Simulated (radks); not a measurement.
Numerical settings for the strontium ion Sr2+, [Kr]. Calculated with a radial shooting solver on a logarithmic mesh with Libxc functionals: scalar-relativistic Kohn-Sham, LDA (Slater exchange, Perdew-Wang correlation), spin-polarised, spherical densities, finite nucleus; Fermi nuclear charge, rms radius 4.224 fm. The defaults (mesh step 0.008 in ln r, mesh end at 40 bohr or more with all orbitals vanishing there, Anderson mixing 0.5 over 9 steps, residual threshold near 1e-9 with the energy settled to 1e-9 hartree or 1e-11 of itself, here a cap of 51 iterations) give E = -3175.1512 hartree and 4p at -36.656 eV in 14 iterations. Run on one thread of a shared host, so times are rough (Arm Neoverse V2): 0.14 s of CPU time, 0.14 s wall, 14 iterations on 2198 mesh points. Changes against that run (0 stands for a change within the tolerance of the run):

setting                     iterations         converged  E (mhartree)  e(4p) (meV)  CPU (s)
mesh step in ln r 0.12               4                no      diverged            -     0.01
mesh step in ln r 0.012             14               yes             0            0      0.1
mesh step in ln r 0.05              14               yes       +0.0113            0     0.03
mesh end (bohr) 2                   13  level above zero     +6.02e+03    +3.96e+04     0.11
mesh end (bohr) 1                   13  level above zero     +1.36e+05    +5.24e+05     0.11
residual threshold 1e-13            20               yes             0            0     0.17
residual threshold 0.001            10               yes             0     +0.00911     0.11
mixing 1.5                          14               yes             0            0     0.14
linear mixing, mixing 1             51                no         +0.88         -267     0.59
linear mixing, mixing 0.05          51                no         +2.66         -932      0.5
mixing history 2                    17               yes             0            0     0.16
iteration cap 5                      5                no        +0.784         +312     0.06

Settled on a wrong energy, with an occupied level pushed above zero by the early mesh end: mesh end (bohr) 2 (+6.02 hartree); mesh end (bohr) 1 (+136 hartree). Apart from these: no run marked as converged misses the energy by more than 1 mhartree. A mesh that ends early acts as a hard wall.
